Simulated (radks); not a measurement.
Problem. Valence configurations of Ge I (all share [Ar]). All-electron calculation, Dirac Kohn-Sham, PBEsol, spin-unpolarised, spherical densities, finite nucleus; open shells fill j = l - 1/2 first; Fermi nuclear charge, rms radius 4.0742 fm. Program: a radial shooting solver on a logarithmic mesh with Libxc functionals. Order these by energy: 3d9 4s2 4p3; 3d9 4s1.5 4p3.5; 3d9.5 4s1.5 4p3; 3d9.5 4s2 4p2.5; 3d10 4s0.5 4p3.5; 3d10 4p4; 3d10 4s1 4p3; 3d9 4s1 4p4; 3d10 4s2 4p2; 3d10 4s1.5 4p2.5.

Solution. From the lowest, in eV above it: 3d10 4s2 4p2 0.000; 3d10 4s1.5 4p2.5 3.977; 3d10 4s1 4p3 8.023; 3d10 4s0.5 4p3.5 12.134; 3d9.5 4s2 4p2.5 13.617; 3d10 4p4 16.308; 3d9.5 4s1.5 4p3 17.860; 3d9 4s2 4p3 29.369; 3d9 4s1.5 4p3.5 33.866; 3d9 4s1 4p4 38.421. NIST lists [Ar] 3d10 4s2 4p2 as the ground configuration; this level of theory agrees among the configurations tried. The energies are those of spherical spin-averaged densities, not of single terms.
